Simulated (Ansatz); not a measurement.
## Relative stability

Two relaxed structures of Si$_{2}$H$_{3}$ClO, closed shell (PBE0-D4/def2-TZVP; forces vanish, vibrations not checked).

A:

O1  (-0.433, -2.194, 0.646)
Si2  (-0.675, -0.822, -0.198)
Si3  (0.709, 0.938, -0.346)
Cl4  (-2.080, -1.338, -1.571)
H5  (-0.433, 1.906, -0.526)
H6  (0.889, 0.966, 1.157)
H7  (0.206, -2.142, 1.363)
(Å)

B:

```
7
angstrom
O -0.4448 -2.2338 1.1166
Si -0.6561 -1.1229 0.1095
Si 0.6035 0.8489 0.0311
Cl -2.0790 -1.1748 -1.3458
H 0.1166 1.7120 -1.0709
H 0.4439 1.5180 1.3447
H 2.0159 0.4526 -0.1852
```

Computed with Ansatz 0.2.0 (basis: def2-TZVPP); correlated methods freeze the cores. B3LYP uses VWN-RPA correlation.

(1) Which structure is lower at CCSD(T), and by how much? (Judge from chemistry; the value comes from the calculation.)

No T1 diagnostic of these runs exceeds 0.019. The restricted Hartree–Fock reference is unstable towards an unrestricted one at one or more of these structures.

## Answers

(1) The calculation gives: B, by 9.49 kcal/mol (electronic energy, against the other). By their contacts, A is Si₂H₃ClO ([OH][Si]([SiH2])[Cl]) and B is Si₂H₃ClO ([O][Si]([SiH3])[Cl]).

All methods give the same order:

```csv
method,E(B) − E(A) (kcal/mol)
PBE-D4,-6.27
r2SCAN-D4,-8.07
PBE0-D4,-6.19
B3LYP-D4,-9.02
wB97M-V,-7.93
HF,-13.79
MP2,-12.39
CCSD,-9.81
CCSD(T),-9.49
```

Labels in which every atom is bracketed show which atoms are joined, not bond orders.

For scale, one of the runs: CCSD(T)/def2-TZVPP, 199 basis functions, launched by `ansatz run in.yaml --threads 2 --pin off --events-out ev --progress --plain --max-ram 4352MiB`. Time: 56 s of wall clock on 2 CPU threads of an Arm Neoverse V2; the host was shared. Peak host memory: 2.1 GiB.
